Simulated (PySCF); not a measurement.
A PySCF script (with the pyscf-properties extension) for the NMR shieldings of SMILES B[C@@H]1CC[C@H](C(=C)C=C)O1, C$_{8}$H$_{13}$BO, on a GFN2-xTB geometry:

```python
import basis_set_exchange as bse
import numpy as np
from pyscf import gto, dft
from pyscf.prop import nmr

atoms = """
B    -2.888036    1.400180   -0.541942
C    -2.044917    0.106721   -0.250132
C    -1.388763   -0.006439    1.139451
C    -0.305784   -1.048938    0.888402
C     0.143535   -0.685714   -0.538408
C     1.279151    0.320100   -0.503967
C     1.075156    1.600309   -0.809441
C     2.602277   -0.149351   -0.116531
C     2.950497   -1.396261    0.181048
O    -1.001801   -0.173294   -1.193365
H    -3.713509    1.696632    0.228977
H    -2.716500    2.020782   -1.513053
H    -2.769293   -0.732226   -0.327527
H    -0.932634    0.944372    1.419282
H    -2.102249   -0.298830    1.906368
H     0.512513   -0.993883    1.602574
H    -0.732625   -2.053233    0.905084
H     0.475303   -1.566507   -1.103569
H     1.873818    2.322848   -0.784832
H     0.104802    1.952425   -1.112346
H     3.356252    0.627966   -0.083556
H     3.962937   -1.642918    0.453049
H     2.255118   -2.217758    0.164512
"""
names = dict.fromkeys(["B", "C", "O", "H"], "pcSseg-1")
basis = {el: gto.basis.parse(bse.get_basis(n, elements=[el], fmt="nwchem")) for el, n in names.items()}
mol = gto.M(atom=atoms, basis=basis, charge=0, verbose=0)
mf = dft.RKS(mol, xc="PBE0")
mf.grids.level = 2
mf.grids.alignment = dft.numint.BLKSIZE   # the property module wants whole blocks of grid points
mf.conv_tol = 1e-9
mf.kernel()

calc = nmr.RKS(mf)   # GIAO
C = mf.mo_coeff
Co = C[:, mf.mo_occ > 0]
resp = mf.gen_response(singlet=True, hermi=2)
def vind(x):   # induced exchange potential for any number of trial vectors
    d = np.einsum("pi,xij,qj->xpq", C, 2 * x.reshape(-1, C.shape[1], Co.shape[1]), Co, optimize=True)
    return np.einsum("xpq,pi,qj->xij", resp(d - d.transpose(0, 2, 1)), C, Co, optimize=True).ravel()
mo1, _ = nmr.rhf.solve_mo1(calc, with_cphf=vind)
sigma = calc.kernel(mo1)
for i, s in enumerate(sigma):   # ppm
    w = np.linalg.eigvalsh((s + s.T) / 2)
    print("%2d %-2s iso %8.1f  s11 %8.1f  s22 %8.1f  s33 %8.1f" % (i, mol.atom_pure_symbol(i), w.mean(), *w))
```

Problem. What does it print?

Solution. 
```
 0 B  iso     12.6  s11    -63.1  s22    -26.1  s33    127.1
 1 C  iso     95.5  s11     64.0  s22     89.1  s33    133.3
 2 C  iso    159.4  s11    128.6  s22    171.2  s33    178.5
 3 C  iso    150.9  s11    128.4  s22    158.9  s33    165.3
 4 C  iso    104.9  s11     67.4  s22     99.4  s33    147.8
 5 C  iso     29.3  s11    -80.7  s22     18.5  s33    150.2
 6 C  iso     62.4  s11    -37.5  s22     65.0  s33    159.8
 7 C  iso     41.1  s11    -71.7  s22     50.1  s33    144.9
 8 C  iso     67.8  s11    -36.2  s22     68.6  s33    171.2
 9 O  iso    262.6  s11    174.3  s22    279.7  s33    333.8
10 H  iso     24.0  s11     16.0  s22     26.9  s33     29.0
11 H  iso     23.5  s11     15.0  s22     26.7  s33     28.7
12 H  iso     27.1  s11     21.0  s22     26.4  s33     33.8
13 H  iso     29.9  s11     26.4  s22     28.1  s33     35.3
14 H  iso     29.7  s11     25.2  s22     26.6  s33     37.4
15 H  iso     29.8  s11     24.9  s22     28.9  s33     35.6
16 H  iso     29.6  s11     24.8  s22     27.6  s33     36.4
17 H  iso     26.5  s11     22.2  s22     25.8  s33     31.4
18 H  iso     26.3  s11     23.9  s22     25.4  s33     29.6
19 H  iso     26.1  s11     23.0  s22     23.6  s33     31.7
20 H  iso     25.0  s11     22.8  s22     24.1  s33     28.2
21 H  iso     26.3  s11     24.5  s22     25.4  s33     29.1
22 H  iso     26.3  s11     23.2  s22     24.8  s33     31.0
```

These numbers come from an equivalent density-fitted implementation of the same equations, which agrees with the script to about 0.01 ppm for H and up to a few tenths of a ppm for heavy atoms, so last digits may differ.

Size and cost of the density-fitted run: 235 basis functions, 2 min wall time on 1 thread of an Arm Neoverse N1, shared host; peak memory 1.1 GiB.
